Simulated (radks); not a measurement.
Problem. Spherical quantum dot in the effective-mass picture: electrons in a parabolic well V = omega^2 r^2 / 2 with omega = 1.15, with a point charge +2 (a donor) at the centre, all in effective atomic units (hartree* = m*/eps^2 hartree, bohr* = eps/m* bohr), one dielectric constant everywhere. Calculated with a radial shooting solver with Libxc functionals: non-relativistic Kohn-Sham, exchange-only LDA, spin-polarised, spherical densities. Levels are named by radial order and angular momentum (1s, 1p, 1d, 2s, ...), and open shells are averaged over m. At N = 5 the configuration is 1s2 1p(up 3, down 0). Does electron 6 go into 2s down or 1p down or 2s up?

Solution. Into 1p down. The total energies of the other choices lie higher by 0.292 hartree* (2s up), 0.444 hartree* (2s down).
